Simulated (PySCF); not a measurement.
Computed shifts of a molecule CH₇FOSi₂, PySCF with PBE/pcSseg-1, GIAO, gas phase, atoms alike by connectivity averaged where their shifts nearly agree, in ppm (number of nuclei): ¹³C: 1.8 (1). ²⁹Si: -7.3 (1), -40.5 (1). ¹⁹F: -174.1 (1). ¹H: 5.52 (3), 5.46 (1), 0.56 (3). References: ¹³C against TMS (σ = 182.0 ppm); ²⁹Si against TMS (σ = 335.4 ppm); ¹⁹F against CFCl3 (σ = 133.6 ppm); ¹⁷O against H2O (σ = 334.3 ppm); ¹H against TMS (σ = 31.49 ppm), references at their B3LYP-D3(BJ)/def2-TZVP geometries, non-relativistic. Geometry optimised at B3LYP-D3(BJ)/def2-SVP. The values are those of a single conformer.

### Question
Pick the molecule that these values belong to.
(A) O[Si@@H](F)C[SiH3]
(B) OC[SiH2][SiH2]F
(C) C[Si@@H](F)O[SiH3]
(D) O[C@@H]([SiH3])[SiH2]F

### Answer
C, C[Si@@H](F)O[SiH3]
